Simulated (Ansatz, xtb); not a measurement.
Breaking the Si4–H5 bond in BeH4OSi (SMILES [BeH][O][SiH3]) (multiplicity 1 held, fragments rigid). Energies count from the point at 1.481 Å.
Geometry at that point (charge 0, multiplicity 1):
```
atom    x (Å)    y (Å)    z (Å)
----  -------  -------  -------
Be    -1.5733  -0.9306   1.0320
H     -2.5663  -1.5179   1.6833
O     -0.5220  -0.3087   0.3424
Si     0.7004   0.4143  -0.4594
H      0.7902  -0.1299  -1.8341
H      1.9793   0.1660   0.2455
H      0.4603   1.8742  -0.5299
```

U- levels take the lowest unrestricted solution at each point, which mixes spins at long bonds. Active spaces are followed from a long bond inwards. Curves can end on different states.

Correlated levels freeze the cores.

Run with Ansatz (Gaussian orbitals); xtb for the GFN methods. Each number belongs to the level named beside it. The GFN methods have no spin term and hold the electronic entropy of 300 K.

Energies in eV.

```tsv
R (Å)	GFN2-xTB	U-MP2/cc-pV(D+d)Z	U-SCS-MP2/cc-pV(D+d)Z	SC-NEVPT2 on CASSCF(2,2)/cc-pV(D+d)Z	FIC-NEVPT4(SD) on CASSCF(2,2)/cc-pV(D+d)Z	FIC-MRCISD+Q on CASSCF(2,2)/cc-pV(D+d)Z
1.185	1.60	1.29	1.29	1.33	1.30	1.29
1.333	0.22	0.25	0.26	0.29	0.26	0.26
1.481	0.00	0.00	0.00	0.00	0.00	0.00
1.629	0.16	0.17	0.17	0.13	0.15	0.16
1.777	0.45	0.56	0.56	0.47	0.52	0.52
2.000	0.97	1.31	1.30	1.14	1.21	1.23
2.222	1.56	2.20	2.20	1.82	1.92	1.93
2.592	2.49	3.38	3.46	2.76	2.88	2.90
2.962	3.25	3.76	3.86	3.37	3.50	3.52
3.407	3.87	3.91	4.02	3.73	3.87	3.89
3.999	4.29	3.96	4.07	3.90	4.03	4.05
4.740	4.45	3.97	4.08	3.94	4.07	4.09
```

Doubts at one or more of the structures used: a spin-contaminated determinant (U-MP2/cc-pV(D+d)Z, U-SCS-MP2/cc-pV(D+d)Z).

Ansatz is a program for electronic structure.
